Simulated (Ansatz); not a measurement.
Total energies of ClFHIOTi (`[OH][Ti]([F])([Cl])[I]`).

```xyz
6

O    -1.330    0.393   -0.277
Ti    0.318    0.105    0.245
F     0.857    1.456    1.201
Cl    0.408   -1.749    1.393
I     1.795   -0.156   -1.828
H    -2.048   -0.049   -0.734
```

The species carries charge 0 and has multiplicity 1. Correlated methods include outer-core shells of I, Ti, which these sets cover unevenly. Scalar relativity is left out up to krypton. I takes the def2 core potential. The structure was optimised at the PBE0-D4/def2-TZVP level. It is one conformer, not always the lowest. Basis def2-TZVPP, Ansatz 0.2.0.

RPA on PBE orbitals: Hartree–Fock energy of these orbitals -1779.66759 Eh, correlation -2.32607 Eh (frozen core).

```
             functional                                       kind  energy without D4 (Eh)  D4 term (kJ/mol)
            LDA (SPW92)                                        LDA             -1778.33152                 –
                    PBE                                        GGA             -1782.83401             -19.6
                 revPBE                                        GGA             -1783.21904             -43.7
                   BLYP                                        GGA             -1783.38129             -40.6
                 r2SCAN                                   meta-GGA             -1783.40542              -4.4
                 B97M-V                         meta-GGA with VV10             -1783.00651                 –
                   PBE0         global hybrid, 25 % exact exchange             -1782.88866             -17.0
                  B3LYP                        global hybrid, 20 %             -1783.53388             -32.2
                r2SCANh                      meta-GGA hybrid, 10 %             -1783.36268              -4.9
                r2SCAN0                      meta-GGA hybrid, 25 %             -1783.30171              -5.6
HSE06 (plane-wave form)                            screened hybrid             -1782.86435             -16.3
                  BHLYP                        global hybrid, 50 %             -1783.23184             -30.5
              CAM-B3LYP                     range-separated hybrid             -1783.40413             -18.0
                LC-ωPBE                long-range corrected hybrid             -1783.02256                 –
                ωB97X-V       range-separated hybrid GGA with VV10             -1783.13093                 –
                ωB97M-V  range-separated hybrid meta-GGA with VV10             -1783.25426                 –
                 B2PLYP                              double hybrid             -1782.85506                 –
               PBE-QIDH                              double hybrid             -1782.51741                 –
```

B3LYP takes the VWN-RPA correlation (the form of Gaussian; ORCA's B3LYP/G). HSE06 is the plane-wave form, built on full-range PBE exchange. The double hybrids freeze the cores in their second-order part.

LC-ωPBE has ω = 0.4 bohr⁻¹.
